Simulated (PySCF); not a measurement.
BeCl⁺ at LDA

Computed with LDA; Be def2-SVP, Cl def2-SVP; no relativity (PySCF 2.14).

```json
{"state": "¹Σ⁺ (singlet), closed shell", "bond length": "3.315 bohr", "harmonic wavenumber": "954 cm⁻¹", "force constant": "3.85 mdyn/Å", "rotational constant Be": "0.7645 cm⁻¹", "anharmonicity ωexe": "4.66 cm⁻¹", "vibration–rotation constant αe": "0.00597 cm⁻¹", "well depth De to Be⁺ + Cl": "483 kJ/mol", "dissociation energy D0": "477 kJ/mol", "HOMO–LUMO gap": "3.40 eV", "bond order (Mayer)": "1.72", "dipole moment (positive dipole points towards Cl; it is taken about the centre of mass and depends on that origin)": "-7.93 D"}
```

For an ion De counts to the pair picked by the measured ionisation energies or electron affinities, which need not be the lowest pair at this level.
